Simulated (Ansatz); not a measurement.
## Ligand exchange: C2H7AlO + C2H6O2 → C2H7AlO2 + C2H6O

Species: C2H7AlO `C[CH2][AlH][OH]`, singlet; C2H6O2 `COCO`, singlet; C2H7AlO2 `C[CH2][Al]([OH])[OH]`, singlet; C2H6O (dimethyl ether) `COC`, singlet. The partners trade H for OH: Al–H and C–OH bonds give way to Al–OH and C–H.

Shapes, held fixed at every level: PBE0-D4/def2-TZVP. Flexible molecules stand in one conformer, not always the lowest. Programs: Ansatz 0.2.0. Electronic energies: no zero-point or thermal term.

Estimate ΔE of this reaction.

The highest level, CCSD(T)/CBS estimate, gives ΔE = -191.6 kJ/mol; the levels span -191.6 to -180.8. The column of differences is taken from that level and isn't an error. No measured value is set beside it here. The CBS estimate extrapolates MP2 from def2-TZVPP and def2-QZVPP and adds CCSD(T) − MP2 in the triple-zeta set, cores frozen.

| level | kind | ΔE (kJ/mol) | less CCSD(T)/CBS estimate |
| --- | --- | --- | --- |
| HF/def2-TZVPP | Hartree–Fock | -186.7 | +4.9 |
| r2SCAN-D4/def2-TZVPP | meta-GGA | -188.4 | +3.2 |
| B3LYP-D4/def2-TZVPP | global hybrid | -188.1 | +3.5 |
| PBE0-D4/def2-TZVPP | global hybrid | -180.9 | +10.7 |
| wB97X-V/def2-TZVPP | range-separated hybrid | -180.8 | +10.8 |
| CCSD/def2-TZVPP | coupled cluster or CI | -189.5 | +2.1 |
| CCSD(T)/CBS estimate | coupled cluster or CI | -191.6 | 0.0 |
